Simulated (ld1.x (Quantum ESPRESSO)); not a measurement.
**Pd: excitation energies, all-electron against PAW**

```json
{
 "Element": "Pd (Z = 46)",
 "Generator": "ld1.x (Quantum ESPRESSO) 7.5",
 "Type": "PAW",
 "Functional": "PBE",
 "Relativity": "fully relativistic",
 "Frozen core": "[Kr]",
 "Valence charge": "10",
 "Reference configuration": "4d10 5s0 5p0",
 "Partial waves": "5s (bound, empty): rcut 2.00, rcutus 2.55 bohr; 5s channel at 0.95 Ry: rcut 2.00, rcutus 2.55 bohr; 5p (bound, empty): rcut 2.75, rcutus 3.70 bohr; 5p channel at 0.8 Ry: rcut 2.75, rcutus 3.70 bohr; 4d (bound): rcut 1.05, rcutus 1.45 bohr; 4d channel at 1.3 Ry: rcut 1.05, rcutus 1.45 bohr",
 "Local potential": "all-electron potential smoothed inside 2.20 bohr (lloc = -1)",
 "Core correction": "a·sin(br)/r model core, default radius (core density twice the valence density)",
 "Augmentation charge": "BESSEL, radius 1.05 bohr"
}
```

Open shells are filled in proportion to 2j + 1 (rel_dist='average').

Energies are relative to the spin-unpolarised reference configuration 4d10 5s0 5p0; without spin polarisation the order of configurations can differ from experiment. The frozen-core shift is the all-electron ΔE with the core orbitals held at their reference shape minus the fully relaxed ΔE.

```csv
valence configuration,charge,ΔE all-electron (eV),error AE − PS (meV),frozen-core shift (meV)
4d9 5s0 5p0,+1,9.119,-19,+19
4d8 5s0 5p0,+2,29.938,-154,+154
4d8 5s1 5p0,+1,13.644,-121,+134
4d9.5 5s0 5p0,+0.5,3.236,-3.0,+2.9
4d6 5s0 5p0,+4,113.635,-1464,+1456
```

Question: What are ΔE and the potential's error for 4d7 5s0 5p0?

Answer: ΔE = 64.296 eV all-electron; the error (AE − PS) is -568 meV.

Question: What are ΔE and the potential's error for 4d9 5s0 5p1?

Answer: ΔE = 5.238 eV all-electron; the error (AE − PS) is -16 meV.

Levels in the configuration 4d9.5 5s0 5p0:

| level | all-electron (eV) | pseudo (eV) |
| --- | --- | --- |
| 4d j=3/2 | -9.287 | -9.302 |
| 4d j=5/2 | -8.830 | -8.845 |

The ghost test of this file was not conclusive.
